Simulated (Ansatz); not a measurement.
`CO[SiH2]B(O)F` and `CO[SiH2]BO` differ in one atom or group.

Ansatz, PBE0-D4/def2-TZVP geometries, multiplicity 1. Each molecule was computed in one conformer, which needn't be the lowest.

```tsv
property	`CO[SiH2]B(O)F`
HOMO energy (PBE0/def2-TZVPP) / eV	-8.36
size of the dipole moment (PBE/def2-TZVPP) / D	2.91
HOMO energy (PBE/def2-TZVPP) / eV	-6.88
HOMO–LUMO gap (B3LYP/def2-TZVPP) / eV	7.48
size of the dipole moment (ωB97M-V/def2-TZVPP) / D	3.11
LUMO energy (PBE0/def2-TZVPP) / eV	-0.48
```

(1) What does the change do to each property? (An estimate is asked.)

Answers

(1) The calculation gave: 
```
                                          property  `CO[SiH2]BO`  shift
                HOMO energy (PBE0/def2-TZVPP) / eV         -7.75   0.61
    size of the dipole moment (PBE/def2-TZVPP) / D          2.01  -0.90
                 HOMO energy (PBE/def2-TZVPP) / eV         -6.47   0.41
             HOMO–LUMO gap (B3LYP/def2-TZVPP) / eV          6.38  -1.10
size of the dipole moment (ωB97M-V/def2-TZVPP) / D          2.10  -1.01
                LUMO energy (PBE0/def2-TZVPP) / eV         -0.98  -0.50
```

With PBE0 the HOMO rises by 0.61 eV and the LUMO falls by 0.50 eV, so the gap narrows by about 1.11 eV. PBE moves the HOMO by 0.41 eV and ωB97M-V by 0.62 eV. Dipoles are sizes alone; their direction can turn.

B3LYP here is the variant with VWN-RPA as its local correlation; programs differ in this.
